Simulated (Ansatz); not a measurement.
## Energy profile

The step: SiH₂Cl₂ ([Cl][SiH2][Cl]) + H₂O + HF → SiH₃ClO ([OH][SiH2][Cl]) + HCl + HF; bonds formed: Cl2–H8, H6–F9; bonds broken: Si1–Cl2, H6–O7, H8–F9 (atoms numbered as in the saddle structure below).

Si1  (-0.857, 0.727, -0.288)
Cl2  (-0.804, -1.825, -0.728)
H3  (-0.889, 0.755, -1.750)
H4  (-1.984, 0.335, 0.560)
Cl5  (-0.724, 2.791, 0.151)
H6  (1.225, -0.602, 0.489)
O7  (0.709, 0.403, 0.396)
H8  (0.613, -2.012, -0.050)
F9  (1.563, -1.754, 0.467)
H10  (1.149, 1.183, 0.754)
(Å)

Electronic energies by CCSD(T) at an estimated basis limit (MP2 extrapolated from triple and quadruple zeta, plus CCSD(T) − MP2 in triple zeta), on PBE0-D4/def2-TZVP structures; SiH$_{5}$Cl$_{2}$OF, closed shell; no counterpoise correction. Ansatz 0.2.0; basis: def2-TZVPP and def2-QZVPP; cores frozen in the correlated methods. Extrapolation: Hartree–Fock as exp(−7.88 √X), correlation as X^−2.97.

Question: Give the profile in kcal/mol, counted from the separated reactants. (To be estimated.)

Answer: By the calculation:
```
                                                                                                                                           point  kcal/mol
separated: SiH$_{2}$Cl$_{2}$ (linked as [Cl][SiH2][Cl]; Si1, Cl2, H3, H4, Cl5; singlet) + H$_{2}$O (H6, O7, H10; singlet) + HF (H8, F9; singlet)      0.00
                                                                                                                                 start structure     -0.93
                                                                                                                                          saddle      3.48
                                                                                                                                   end structure    -13.15
```

No T1 diagnostic of these runs exceeds 0.010.

For scale, one of the runs: CCSD(T)/def2-TZVPP, 258 basis functions, launched by `ansatz run in.yaml --threads 8 --pin off --events-out ev --progress --plain --max-ram 19148MiB`. Hardware: 8 CPU threads of an Intel Xeon, shared host. Wall time 63 s; peak host memory 5.8 GiB.
